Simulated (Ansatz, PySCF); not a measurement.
Species: TeBr₂, net charge -1, doublet state. 
Geometry from a B3LYP-D3(BJ)/def2-TZVP (Ansatz, a first-principles code) optimisation:
```
Te
Br 1 2.7729
Br 1 2.7729 2 171.93
```
Charge -1, spin multiplicity 2.

Total electronic energies in hartree. Cores are frozen in the correlated levels unless marked. UHF or UKS for open shells. Spin-orbit coupling is left out. Frozen are the shells of the preceding noble gas and the d and f shells that filled before the atom's block. In def2 rows, elements after Kr have scalar-relativistic effective core potentials. STO-3G rows are all-electron and non-relativistic. CBS marks a two-point X^-3 extrapolation of the correlation energy; Hartree-Fock from the larger set. [CCSD(T)-MP2]/basis is that difference in the basis named.

```tsv
level	program	energy (Eh)
HF/def2-TZVPD	PySCF	-5411.96839
HF/def2-TZVPPD	Ansatz	-5411.96849
RI-HF/def2-QZVPP	Ansatz	-5412.06734
SVWN5/def2-TZVPD	Ansatz	(withheld)
r2SCAN/def2-TZVPD	Ansatz	-5416.55900
B3LYP/def2-TZVPD	Ansatz	(withheld)
PBE0-D3(BJ)/def2-TZVP	Ansatz + dftd3	(withheld)
PBE0-D3(BJ)/def2-TZVPD	Ansatz + dftd3	-5415.90034
BHLYP-D4/def2-TZVPD	Ansatz + dftd4	-5416.41193
BHLYP/def2-TZVPD	Ansatz	-5416.40482
CAM-B3LYP-D3(BJ)/def2-TZVPD	Ansatz + dftd3	-5416.73246
wB97M-V/def2-TZVPD	Ansatz	-5416.16332
CCSD/STO-3G	Ansatz	-11636.43388
CCSD(T)/def2-SVP	Ansatz	-5411.68166
RI-MP2/CBS(def2-TZVPPD,def2-QZVPPD)+[CCSD(T)-MP2]/def2-TZVPPD	Ansatz	-5412.6695
```

What belongs in the gaps?


- SVWN5/def2-TZVPD, energy (Eh): -5409.01949
- B3LYP/def2-TZVPD, energy (Eh): -5416.63163
- PBE0-D3(BJ)/def2-TZVP, energy (Eh): -5415.89719
